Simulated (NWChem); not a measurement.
Atomisation of BrCl$_{3}$Si

```xyz
5

Cl     1.2330    -0.7883     1.6619
Si     0.4124     0.0607     0.0000
Cl     1.2330    -0.7883    -1.6619
Cl     0.8137     2.0594     0.0000
Br    -1.7580    -0.2588     0.0000
```
Charge 0, spin multiplicity 1.

All runs are NWChem calculations. All single points use one geometry, from PBE0/def2-SVP, a minimum by its harmonic frequencies.

Basis set: def2-TZVP. The atomisation energy is electronic alone: no zero-point, thermal, spin-orbit or counterpoise terms. No value is extrapolated to the basis-set limit. Free atoms are single determinants with multiplicities Cl 2, Si 3, Br 2. Correlated methods freeze the same cores in atoms and molecule, 29 orbitals in all.

Costs are rough ratios of processor time within this set of runs, SCF included, with B3LYP as 1. Costs are the molecule's.

The Hamiltonian is non-relativistic. B3LYP has NWChem's definition, with VWN1-RPA local correlation. GW and range-separated runs recompute their integrals, the others keep them in memory, which bears on the times. The structure started from a generated list of species. No SCF solution was tested for a lower state. Open-shell Hartree-Fock references start from PBE0 orbitals; any time given for them includes that run.

```json
[
 {"method": "B3LYP", "atomisation energy (kcal/mol)": "…", "relative cost": "1"},
 {"method": "PBE0", "atomisation energy (kcal/mol)": "…", "relative cost": "under 3"},
 {"method": "PBE", "atomisation energy (kcal/mol)": "…", "relative cost": "under 3"},
 {"method": "M06-2X", "atomisation energy (kcal/mol)": "370.3", "relative cost": "under 3"},
 {"method": "MP2", "atomisation energy (kcal/mol)": "377.7", "relative cost": "5"},
 {"method": "HF", "atomisation energy (kcal/mol)": "…", "relative cost": "under 3"},
 {"method": "BLYP", "atomisation energy (kcal/mol)": "345.0", "relative cost": "under 3"},
 {"method": "CAM-B3LYP", "atomisation energy (kcal/mol)": "354.8", "relative cost": "10"}
]
```

Q: What belongs in the gaps?

A: 
- B3LYP, atomisation energy (kcal/mol): 349.7
- PBE0, atomisation energy (kcal/mol): 368.3
- PBE, atomisation energy (kcal/mol): 372.7
- HF, atomisation energy (kcal/mol): 269.4
